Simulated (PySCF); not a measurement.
Be(NMe2)(SH) (C2H7BeNS), SMILES C[N](C)[Be][SH].

Geometry optimised at r2SCAN-D4/def2-SVP. The structure was generated by enumeration; whether it is a known compound was not checked. The values are those of a single conformer.

Calculation: PBE/def2-TZVP (PySCF).

Symmetry labels are those of the subgroup Cs that the program uses (full group Cs).

### Question
List the valence orbital energies around the gap with their symmetry. (Estimate from the structure and the level; the computed values follow.)

### Answer

| orbital | symmetry | energy (eV) |
|---|---|---|
| HOMO−7 | A' | -10.94 |
| HOMO−6 | A' | -9.83 |
| HOMO−5 | A" | -9.39 |
| HOMO−4 | A" | -8.94 |
| HOMO−3 | A' | -8.26 |
| HOMO−2 | A' | -7.61 |
| HOMO−1 | A" | -6.19 |
| HOMO | A' | -5.21 |
| LUMO | A' | -0.88 |
| LUMO+1 | A' | -0.40 |
| LUMO+2 | A" | -0.39 |
| LUMO+3 | A' | 0.47 |
